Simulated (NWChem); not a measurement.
System: C3H2BF3; SMILES B(C#C)(C(F)F)F

NWChem printed, in part:

```
             Northwest Computational Chemistry Package (NWChem) 7.3.0
             --------------------------------------------------------

 C1  symmetry detected

                             Geometry "geometry" -> ""
                             -------------------------

 Output coordinates in angstroms (scale by  1.889725989 to convert to a.u.)

  No.       Tag          Charge          X              Y              Z
 ---- ---------------- ---------- -------------- -------------- --------------
    1 C                    6.0000     1.13791222    -2.43690421     0.34188815
    2 C                    6.0000     0.36088486    -1.53059317     0.12203928
    3 B                    5.0000    -0.57580614    -0.37719496    -0.16445241
    4 F                    9.0000    -1.88280269    -0.58142608    -0.29927050
    5 C                    6.0000    -0.06583638     1.13472210    -0.27147985
    6 F                    9.0000    -0.10788462     1.63778768     1.01754722
    7 F                    9.0000     1.22820021     1.20183488    -0.71476381
    8 H                    1.0000     1.81854156    -3.23610924     0.53825474
    9 H                    1.0000    -0.67489114     1.79496745    -0.90229434

 Effective nuclear repulsion energy (a.u.)     261.8666449950

                                 NWChem DFT Module
                                 -----------------

 Summary of "ao basis" -> "ao basis" (spherical)
 ------------------------------------------------------------------------------
       Tag                 Description            Shells   Functions and Types
 ---------------- ------------------------------  ------  ---------------------
 C                         def2-tzvp                11       31   5s3p2d1f
 B                         def2-tzvp                11       31   5s3p2d1f
 F                         def2-tzvp                11       31   5s3p2d1f
 H                         def2-tzvp                 4        6   3s1p

            General Information
            -------------------
          SCF calculation type: DFT
          Wavefunction type:  closed shell.
          No. of atoms     :     9
          No. of electrons :    52
           Alpha electrons :    26
            Beta electrons :    26
          Charge           :     0
          Spin multiplicity:     1
          Use of symmetry is: off; symmetry adaption is: off
          Maximum number of iterations: 150
          AO basis - number of functions:   229
                     number of shells:    85
          Convergence on energy requested:  1.00D-06
          Convergence on density requested:  1.00D-05
          Convergence on gradient requested:  5.00D-04

              XC Information
              --------------
                     Hartree-Fock (Exact) Exchange  1.000
                   CAM-Becke88 Exchange Functional  1.000
                      VWN V Correlation Functional  0.190 local
              Lee-Yang-Parr Correlation Functional  0.810

           Range-Separation Parameters
           ---------------------------
           Alpha           :  0.19
           Beta            :  0.46
           Gamma           :  0.33
           Short-Range HF  :     F

             Grid Information
             ----------------
          Grid used for XC integration:  medium
          Radial quadrature: Mura-Knowles
          Angular quadrature: Lebedev.
          Tag              B.-S. Rad. Rad. Pts. Rad. Cut. Ang. Pts.
          ---              ---------- --------- --------- ---------
          C                   0.70       49          12.0       434
          B                   0.85       49          11.0       434
          F                   0.50       49          13.0       434
          H                   0.35       45          14.0       434
          Grid pruning is: on
          Number of quadrature shells:   433
          Spatial weights used:  Erf1

      Superposition of Atomic Density Guess
      -------------------------------------

 Sum of atomic energies:        -436.80255096

      Non-variational initial energy
      ------------------------------

 Total energy =    -439.238207
 1-e energy   =   -1122.945701
 2-e energy   =     421.840849
 HOMO         =      -0.328023
 LUMO         =      -0.056066

     ---------------------------------------------
      Total Density - Mulliken Population Analysis
     ---------------------------------------------

    Atom       Charge   Shell Charges
 -----------   ------   -------------------------------------------------------
    1 C    6     6.02   0.86  1.12  0.61  0.43  0.08  1.14  1.32  0.41  0.01  0.02  0.01
    2 C    6     6.39   0.86  1.12  0.61  0.50  0.17  1.25  1.43  0.38  0.01  0.04  0.01
    3 B    5     4.33   0.92  1.06  0.53  0.41  0.05  0.69  0.43  0.06  0.07  0.08  0.03
    4 F    9     9.41   0.77  1.20  0.61  1.00  0.32  2.35  2.32  0.83  0.00  0.01  0.00
    5 C    6     5.40   0.85  1.12  0.52  0.64  0.09  0.89  0.96  0.15  0.03  0.12  0.02
    6 F    9     9.39   0.77  1.20  0.61  1.00  0.31  2.33  2.31  0.84  0.00  0.01  0.00
    7 F    9     9.38   0.77  1.20  0.61  1.00  0.31  2.33  2.31  0.84  0.00  0.01  0.00
    8 H    1     0.75   0.22  0.42  0.09  0.02
    9 H    1     0.93   0.25  0.47  0.18  0.02

   convergence    iter        energy       DeltaE   RMS-Dens  Diis-err
 ---------------- ----- ----------------- --------- --------- ---------
 d= 0,ls=0.0,diis     1   -439.7605449963 -7.02D+02  6.06D-03  1.86D+00
 d= 0,ls=0.0,diis     2   -439.7850607188 -2.45D-02  2.27D-03  1.88D+00
 d= 0,ls=0.0,diis     3   -439.9262764562 -1.41D-01  6.72D-04  8.48D-02
 d= 0,ls=0.0,diis     4   -439.9314819077 -5.21D-03  1.89D-04  5.72D-03
 d= 0,ls=0.0,diis     5   -439.9319305396 -4.49D-04  5.38D-05  5.28D-04
  Resetting Diis
 d= 0,ls=0.0,diis     6   -439.9319766622 -4.61D-05  2.66D-05  1.12D-04
 d= 0,ls=0.0,diis     7   -439.9319898402 -1.32D-05  1.10D-05  6.40D-06
 d= 0,ls=0.0,diis     8   -439.9319893093  5.31D-07  6.09D-06  1.22D-05

         Total DFT energy =     -439.931989309346
      One electron energy =    -1126.493381693489
           Coulomb energy =      477.012547809512
    Exchange-Corr. energy =      -52.317800420374
 Nuclear repulsion energy =      261.866644995005

 Numeric. integr. density =       52.000002802464

                       DFT Final Molecular Orbital Analysis
                       ------------------------------------

 Vector   24  Occ=2.000000D+00  E=-4.034825D-01
              MO Center=  1.3D-02,  4.6D-01, -1.1D-01, r^2= 3.3D+00
   Bfn.  Coefficient  Atom+Function         Bfn.  Coefficient  Atom+Function
  ----- ------------  ---------------      ----- ------------  ---------------
   193     -0.231128  7 F  py               131      0.223796  5 C  py
   162     -0.220304  6 F  py                69     -0.193065  3 B  py
   196     -0.185477  7 F  py               165     -0.176763  6 F  py
    72     -0.170868  3 B  py               100      0.153258  4 F  py
   225      0.152095  9 H  s                 66     -0.148574  3 B  s

 Vector   25  Occ=2.000000D+00  E=-3.871580D-01
              MO Center=  6.3D-01, -1.9D+00,  2.0D-01, r^2= 1.6D+00
   Bfn.  Coefficient  Atom+Function         Bfn.  Coefficient  Atom+Function
  ----- ------------  ---------------      ----- ------------  ---------------
    39      0.300419  2 C  pz                 8      0.286027  1 C  pz
    42      0.249675  2 C  pz                11      0.228544  1 C  pz
    14      0.129744  1 C  pz                45      0.121708  2 C  pz
   101     -0.079521  4 F  pz                70      0.073429  3 B  pz
   104     -0.063408  4 F  pz                73      0.061274  3 B  pz

 Vector   26  Occ=2.000000D+00  E=-3.749488D-01
              MO Center=  6.3D-01, -1.5D+00,  1.8D-01, r^2= 2.7D+00
   Bfn.  Coefficient  Atom+Function         Bfn.  Coefficient  Atom+Function
  ----- ------------  ---------------      ----- ------------  ---------------
     6      0.232498  1 C  px                38      0.195197  2 C  py
    37      0.194191  2 C  px                 7      0.184103  1 C  py
    41      0.173485  2 C  py                 9      0.167451  1 C  px
    10      0.167569  1 C  py                40      0.147954  2 C  px
   131      0.130871  5 C  py                12      0.110833  1 C  px

 Vector   27  Occ=0.000000D+00  E=-4.472203D-02
              MO Center=  6.9D-03, -9.4D-01, -3.3D-02, r^2= 3.6D+00
   Bfn.  Coefficient  Atom+Function         Bfn.  Coefficient  Atom+Function
  ----- ------------  ---------------      ----- ------------  ---------------
    14      0.342717  1 C  pz                70     -0.320598  3 B  pz
    73     -0.301902  3 B  pz                 8      0.230516  1 C  pz
    45     -0.202735  2 C  pz                76     -0.184941  3 B  pz
    11      0.180196  1 C  pz               107      0.155325  4 F  pz
   101      0.153761  4 F  pz                36     -0.129098  2 C  s

 Vector   28  Occ=0.000000D+00  E= 3.681346D-02
              MO Center=  3.4D-01, -1.6D+00,  1.2D-01, r^2= 4.2D+00
   Bfn.  Coefficient  Atom+Function         Bfn.  Coefficient  Atom+Function
  ----- ------------  ---------------      ----- ------------  ---------------
     5      1.428979  1 C  s                 44      1.150237  2 C  py
    36     -0.943991  2 C  s                 12     -0.878712  1 C  px
    67     -0.588072  3 B  s                 43     -0.277330  2 C  px
    72      0.250504  3 B  py                41      0.237060  2 C  py
    45     -0.217720  2 C  pz                74      0.213149  3 B  px

[...]
```

Level: CAM-B3LYP/def2-TZVP. Geometry: optimised at B3LYP/6-31G* (spherical d).

Problem. Reconstruct the input file.

Solution. One answer among several that fit: the input that was run:
```
start job
memory heap 200 mb stack 900 mb global 1100 mb
geometry units angstroms noautoz
  C      1.198709    -2.411799     0.347482
  C      0.396742    -1.526178     0.132938
  B     -0.571847    -0.398002    -0.147863
  F     -1.876234    -0.633607    -0.253651
  C     -0.099109     1.123742    -0.282886
  F     -0.126839     1.641320     1.000772
  F      1.183872     1.214965    -0.753177
  H      1.901383    -3.192833     0.539263
  H     -0.735766     1.762224    -0.908831
end
basis spherical
  * library def2-tzvp
end
dft
  xc xcamb88 1.00 lyp 0.81 vwn_5 0.19 hfexch 1.00
  cam 0.33 cam_alpha 0.19 cam_beta 0.46
  iterations 150
  semidirect filesize 400000000
  mulliken
end
task dft energy
```
